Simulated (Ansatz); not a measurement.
Spin states of O2Os (SMILES [O]=[Os]=[O]), each relaxed at B3LYP-D3(BJ)/def2-TZVP; lowest solutions found, singlets restricted, no spin–orbit coupling, no relativity up to Kr.
Multiplicity 3 (charge 0, multiplicity 3):
```xyz
3

Os     0.258    -0.207     0.260
O      1.045     0.314    -1.149
O     -1.336    -0.060     0.818
```
Multiplicity 1 (charge 0, multiplicity 1):
| atom | x (Å) | y (Å) | z (Å) |
|---|---|---|---|
| Os | 0.3126 | -0.2516 | 0.3178 |
| O | 0.9551 | 0.3262 | -1.1254 |
| O | -1.3009 | -0.0273 | 0.7373 |

Run with Ansatz (an electronic-structure program) with Gaussian orbitals. Each number belongs to the level named beside it. In def2 rows elements past Kr take small-core potentials, without spin–orbit coupling.

The energy of multiplicity 1 less that of multiplicity 3 (kcal/mol) and the share of exact exchange:

```csv
functional,exact exchange (%),value
PBE/def2-TZVPP,0,11.97
PBE0/def2-TZVPP,25,16.07
BLYP/def2-TZVPP,0,10.71
B3LYP/def2-TZVPP,20,13.59
BHLYP/def2-TZVPP,50,18.61
r2SCAN/def2-TZVPP,0,17.37
r2SCANh/def2-TZVPP,10,18.69
```

Take the value as linear in the share of exact exchange along PBE and PBE0. Give the slope, say whether the sign turns, and set the other functionals against that line.


Slope: (16.07 − (11.97))/2.5 = 1.64 kcal/mol for each 10 %. The line keeps its sign from 0 to 100 %. At 50 % it gives 20.2 kcal/mol. The LYP pair gives (18.61 − (10.71))/5 = 1.58 for each 10 %. BHLYP, at 50 %, lies -1.6 from the PBE line. B3LYP, at 20 %, lies -1.7 from the PBE line. r2SCAN, with none, stands 5.4 from PBE. The r2SCAN pair gives 1.32 for 10 %.
